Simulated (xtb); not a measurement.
Al(SH)3 (AlH₃S₃), SMILES [SH][Al]([SH])[SH]. All values are semi-empirical tight-binding results from xtb (GFN2-xTB unless named), good for trends rather than for accurate numbers. Geometry: GFN2-xTB. One conformer was computed; it need not be the lowest.

For metal compounds this method's bond lengths and energies can be far off.

```yaml
orbital_gap: 3.62 eV
zero_point_energy: 15.7 kcal/mol
G − E(el) at 298.15 K (modified RRHO): -5.6 kcal/mol
```
